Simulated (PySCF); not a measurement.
**Strontium: a sound run and one with changed settings**

Sound run: Sr⁺ [Kr] 5s1, Sr²⁺ [Kr]. All numbers are calculated (PySCF 2.14, a scalar-relativistic core potential, in def2-SVP with the def2 core potential (28 electrons) (4s3p2d, 23 functions)). The sound run starts from symmetry-adapted Hartree-Fock orbitals and uses a fine grid where one is needed.

Changed run: radial step 0.3 in ln r (0.13 in the sound run). This setting is unsound on purpose.

```
species  method  sound run (hartree)  changed run (hartree)  converged
    Sr⁺     UHF            -30.16456              -30.16456        yes
    Sr⁺     LDA            -30.35466              -30.35469        yes
    Sr⁺  M06-2X            -30.39959              -30.38488        yes
   Sr²⁺     UHF            -29.78096              -29.78096        yes
   Sr²⁺     LDA            -29.93904              -29.93905        yes
   Sr²⁺  M06-2X            -29.99548              -29.98287        yes
```

Ionisation energy of Sr⁺:

```
method  sound run (eV)  changed run (eV)
   UHF          10.438            10.438
   LDA          11.310            11.310
M06-2X          10.996            10.939
```

A coarse radial grid mis-integrates the density and the exchange-correlation energy, with errors of either sign; Hartree-Fock needs no grid.

For comparison, NIST gives 11.030 eV between the lowest levels.
